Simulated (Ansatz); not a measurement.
The cation of C3H5FO2Zr (`C#[C][Zr]([OH])([F])[O]C`) at the neutral geometry.

```yaml
crystal:
  periodic: [false, false, false]
  atoms:
    - {symbol: C, position_ang: [-0.262333, -3.130463, 1.205306]}
    - {symbol: C, position_ang: [-0.275661, -1.918502, 1.117958]}
    - {symbol: Zr, position_ang: [-0.282342, 0.284750, 1.001358]}
    - {symbol: O, position_ang: [-2.092940, 0.893000, 1.060988]}
    - {symbol: F, position_ang: [0.715638, 1.025546, 2.455608]}
    - {symbol: O, position_ang: [0.558308, 0.744968, -0.634154]}
    - {symbol: C, position_ang: [1.096523, 1.165972, -1.847033]}
    - {symbol: H, position_ang: [-0.250063, -4.194551, 1.283412]}
    - {symbol: H, position_ang: [-2.939863, 1.293977, 0.889517]}
    - {symbol: H, position_ang: [0.328149, 1.644004, -2.462531]}
    - {symbol: H, position_ang: [1.905507, 1.882534, -1.675863]}
    - {symbol: H, position_ang: [1.499078, 0.308766, -2.394575]}
basis:
  gaussian: {orbitals: def2-TZVPP}
total_charge: 1
magnetization: {spin_polarized: true, initial_magnetization: 1}
hamiltonian: {xc: {name: wB97M-V}}
```

```sh
$ ansatz run in.yaml --threads 2 --pin off --events-out ev --progress --plain --backend cuda
```

It prints (some lines left out):

```
Functional definition: wB97M-V
1623 factors; their error is unknown
391 factors; integrals over basis functions are off by at most 1.3e-5 eV
mean field evaluation 1: about -11257.4822 eV, gradient 7.6e1 eV
mean field evaluation 2: about -11212.0610 eV, gradient 1.3e2 eV
mean field evaluation 4: about -11276.8070 eV, gradient 7.5e0 eV
mean field evaluation 8: about -11277.0001 eV, gradient 1.4e-1 eV
mean field evaluation 16: about -11277.0236 eV, gradient 1.6e-2 eV
mean field evaluation 32: about -11277.0240 eV, gradient 1.3e-5 eV
mean field -11277.02399947 eV, -414.4229881391 hartree, gradient 7.4e-6 eV, S^2 0.753676; 6 other end points of the search recorded, 0 dependent functions left out
reference -11277.02408344 eV, -414.4229912249 hartree; 30, 29 occupied and 282, 283 virtual orbitals, 1623 factors
Total energy: -11277.02408344 eV, -414.4229912249 hartree
```

Run time 18 s (2 threads of an AMD EPYC 7R13 on a shared host and a share of an NVIDIA H100 80 GB); peak host memory 1.2 GiB.
